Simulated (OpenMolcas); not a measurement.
Ar VI: effect of correlating more closed shells

| Property | Result |
| --- | --- |
| Program | OpenMolcas |
| Basis | ANO-RCC-VQZP [6s5p3d2f1g] |
| Scalar Hamiltonian | DKH2, point nucleus |
| Active space | 3 electrons in 9 orbitals (RAS2 3s 3p; RAS3 3d, at most 2 electrons) |
| State averaging | 2S+1 = 4 odd, 1 root; 2S+1 = 2 odd, 11 roots; 2S+1 = 4 even, 3 roots; 2S+1 = 2 even, 9 roots |
| Spin-orbit coupling | state interaction with AMFI integrals over the reference wave functions, term energies averaged over their components |

Methods on the same reference wave functions:
A. RASSCF
B. MS-RASPT2, IPEA 0.25 Eh, imaginary shift 0.1 Eh (closed shells correlated: none)
C. MS-RASPT2, IPEA 0.25 Eh, imaginary shift 0.1 Eh (closed shells correlated: 2s 2p)

Energies in cm-1 above 3s2 3p 2P* 1/2, the measured ground level; measured values from Saloman, J. Phys. Chem. Ref. Data 39, 033101 (2010).

```csv
Level,A,B,C,Measured
3s2 3p 2P* 1/2,0.0,0.0,0.0,0.0
3s2 3p 2P* 3/2,1969,1972,1974,2208
3s 3p2 4P 1/2,97289,98711,99269,100158
3s 3p2 4P 3/2,97999,99423,99981,100958
3s 3p2 4P 5/2,99122,100545,101103,102192
3s 3p2 2D 3/2,134836,134030,134237,132463
3s 3p2 2D 5/2,134897,134092,134300,132575
3s 3p2 2S 1/2,173841,171005,170748,169804
3s 3p2 2P 1/2,186874,185265,184436,182182
3s 3p2 2P 3/2,188128,186528,185696,183577
```

Deviations, from unrounded energies. A percentage is the sum of absolute deviations over the sum of measured energies, with the sign that they share, or ± where signs differ.

```tsv
Against measurement	Levels	A	B	C
mean absolute deviation (cm-1)	9	3000	1700	1300
fine structure of the ground term (%)	1	-10.8	-10.7	-10.6
other configurations (%)	8	±2.4	±1.4	±1.1
```

C lies closest to measurement on these levels and A furthest from it. The largest miss of C in the table is 3s 3p2 2P 1/2, by +2300 cm-1. The ranking rests on the paired levels alone, and a cruder setting can come out closer through cancelling errors.

Between B and C the level of the table that moves most is 3s 3p2 2P 3/2, by 830 cm-1 (lowest in C, highest in B).

The lowest spin-free term lies below A's lowest term by 0.011 hartree in B, 0.076 hartree in C.

What an inner shell adds also hangs on whether the basis holds functions to correlate it.

Active for correlation alone: 3d; no level in the range computed is led by a configuration that fills it, so any true level of that kind is missing. Measured partners are found by configuration, term and J. A level has none where our copy of the source lacks it or the pairing is in doubt (some pairs that miss far off the trend of their configuration count as doubtful), and it then counts in no deviation. Levels of configurations outside the active space are missing. The table leaves out levels that lie high or whose names do not pair safely across all columns.

* marks odd parity.
